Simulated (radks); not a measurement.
Task: Ionisation of the krypton ion Kr+, [Ar] 3d10 4s2 4p5, to [Ar] 3d10 4s2 4p4 as the strength of local exchange is varied. Method: non-relativistic Kohn-Sham, Slater X-alpha exchange (alpha = 2/3 is LDA exchange), no correlation, spin-polarised, spherical densities, point nucleus; open shells are filled with parallel spins first; computed with a radial shooting solver on a logarithmic mesh with Libxc functionals.

alpha  E(Kr+) (hartree)  exchange (hartree)  IE (eV)  -e of the level emptied (eV)  <r> of it (bohr)
0.593       -2736.66544           -78.16883   22.045                   16.852 (4p)             1.880
0.667       -2746.43664           -88.22209   23.028                   17.806 (4p)             1.854
0.839       -2769.27596          -111.84389   25.395                   20.117 (4p)             1.797
0.957       -2785.04810          -128.25524   27.086                   21.779 (4p)             1.761
0.995       -2790.14513          -133.57582   27.641                   22.327 (4p)             1.749
1.007       -2791.75653          -135.25961   27.818                   22.501 (4p)             1.746
x           -2756.37367           -98.47852   24.045                   18.797 (4p)             1.829

Which alpha was used in the last row?

Result: alpha = 0.742. NIST Atomic Spectra Database: 24.360 eV (measured). The Delta-SCF value meets it near alpha = 0.76. Open shells are spherical and high-spin; term and fine-structure splittings are not resolved.
